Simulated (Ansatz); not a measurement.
Frontier orbitals of C2H9InOSi, SMILES `[CH3][In]([CH3])[O][SiH3]`.

Cartesian coordinates in Å:
```
C -2.4984 -1.1633 0.1749
In -0.4253 -0.6842 0.0518
C 1.5148 -1.5757 0.0145
O -0.2727 1.3214 -0.0828
Si 0.8768 2.4537 -0.1669
H -2.7762 -1.8898 -0.5895
H -3.0693 -0.2461 0.0346
H -2.7312 -1.5882 1.1525
H 2.1835 -0.9914 0.6474
H 1.4945 -2.6103 0.3549
H 1.8985 -1.5451 -1.0070
H 0.6724 3.5068 0.8701
H 0.8855 3.1259 -1.4999
H 2.2472 1.8863 0.0454
```

The species carries charge 0 and has multiplicity 1. Correlated methods include outer-core shells of In, which these sets cover unevenly. In takes the def2 core potential. The geometry is a stationary point of PBE0-D4/def2-TZVP. It is one conformer, not always the lowest. Basis def2-TZVPP, Ansatz.

A caution on the coupled-cluster cation, which keeps the state that its UHF reference found: large T1 diagnostic of the cation.

```json
{"functional": "PBE", "HOMO (eV)": "-6.22", "LUMO (eV)": "-1.75"}
```

(1) Give HOMO and LUMO (eV) with LDA (SPW92), revPBE, BLYP, r2SCAN, B97M-V, PBE0, B3LYP, r2SCANh, r2SCAN0, HSE06 (plane-wave form), BHLYP, CAM-B3LYP, LC-ωPBE, ωB97X-V, ωB97M-V, HF. (An estimate is asked.)

Results:

(1) Computed: 
| functional | HOMO | LUMO |
| --- | --- | --- |
| LDA (SPW92) | -6.37 | -2.00 |
| revPBE | -6.16 | -1.63 |
| BLYP | -6.10 | -1.73 |
| r2SCAN | -6.50 | -1.47 |
| B97M-V | -6.61 | -1.77 |
| PBE0 | -7.52 | -1.02 |
| B3LYP | -7.30 | -1.31 |
| r2SCANh | -6.99 | -1.22 |
| r2SCAN0 | -7.71 | -0.86 |
| HSE06 (plane-wave form) | -7.12 | -1.37 |
| BHLYP | -8.66 | -0.41 |
| CAM-B3LYP | -8.86 | -0.25 |
| LC-ωPBE | -10.19 | 0.85 |
| ωB97X-V | -9.84 | 0.69 |
| ωB97M-V | -9.74 | 0.32 |
| HF | -10.34 | 1.23 |

B3LYP here is the variant with VWN-RPA as its local correlation; programs differ in this. LC-ωPBE has ω = 0.4 bohr⁻¹. Positive LUMOs are unbound and depend on the basis.
